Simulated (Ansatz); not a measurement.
**Changing the shape of KHO, singlet**

Computed with Ansatz's Gaussian-basis code (development build). Basis def2-SVP, nonrelativistic, 6 orbitals frozen in the corrections; active space CAS(6,6). Restricted Hartree–Fock, then the lowest state-specific CASSCF solution met for each case. A minimal or small basis: far from the basis limit. Single-reference values can break down or jump between states where bonds are stretched. Solutions in different active orbitals can move differences by tenths of an eV and at times more than 1 eV.

Case A. A bond is stretched, to 1.64 times the sum of the covalent radii.

```xyz
3

K     0.0000    0.0000    4.4000
O     0.0000    0.0000    0.0000
H     0.0000    0.0000   -0.9600
```

Case B:

```xyz
3

K     0.0000    0.0000    2.2000
O     0.0000    0.0000    0.0000
H     0.0000    0.0000   -0.9600
```

Case C:

```tsv
atom	x (Å)	y (Å)	z (Å)
K	0.0000	0.0000	2.3760
O	0.0000	0.0000	0.0000
H	0.0000	0.0000	-1.0368
```

Case D. A bond is stretched, to 1.23 times the sum of the covalent radii.

```xyz
3

K     0.0000    0.0000    3.3000
O     0.0000    0.0000    0.0000
H     0.0000    0.0000   -0.9600
```

Energy less that of case A, in eV:

```csv
case,RHF/ROHF,CASSCF
B,-3.464,-2.830
C,-3.148,-2.605
D,-1.599,-0.879
```

**Question.** Give the SC-NEVPT2 energies against case A.

**Answer.** B: -2.757 eV; C: -2.519 eV; D: -0.762 eV.

**Question.** Which case is lowest, and do the methods agree?

**Answer.** B is lowest in SC-NEVPT2. Of the methods shown, RHF/ROHF, CASSCF agree.
